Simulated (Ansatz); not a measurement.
This geometry of Cl3FH3HfN (9 atoms, charge 0, multiplicity 1) is a first-order saddle point.

All numbers below come from Ansatz 0.2.0, RKS PBE/def2-SVP.

```xyz
9
Properties=species:S:1:pos:R:3
Hf 0.229 0.576 0.021
N 0.082 0.193 2.375
H -0.890 0.004 2.663
H 0.612 -0.644 2.661
F 1.907 0.165 -0.781
Cl -1.352 1.380 -1.536
Cl -0.677 -1.659 0.198
Cl 0.770 2.736 0.983
H 0.426 1.002 2.917
```

Problem. Which two structures does it join? (They come from a converged band through this point; their orientation in space is the band's.)

Solution. No bond is made or broken.

Initial state:

```xyz
9
Properties=species:S:1:pos:R:3
Hf 0.464 0.431 -0.010
N -0.282 0.401 2.322
H -1.211 -0.033 2.436
H 0.357 -0.125 2.936
F 1.048 0.454 -1.833
Cl -1.573 1.626 -0.296
Cl 0.347 -1.929 0.274
Cl 2.312 1.583 0.947
H -0.356 1.346 2.727
```

Final state:

```xyz
9
Properties=species:S:1:pos:R:3
Hf -0.073 0.654 0.027
N 0.451 0.096 2.347
H -0.363 0.174 2.974
H 0.799 -0.870 2.443
F 1.794 0.213 -0.083
Cl -0.452 1.174 -2.253
Cl -1.608 -1.149 0.293
Cl -0.621 2.752 1.012
H 1.180 0.710 2.741
```

Problem. How far does it lie above each of them?

Solution. 0.252 eV above the first and 0.234 eV above the second. This is the barrier of this one path; another mechanism may lie lower.

Time of the run: 3 min on 4 threads of Arm Neoverse V2, on a shared host, peak memory 0.21 GiB.
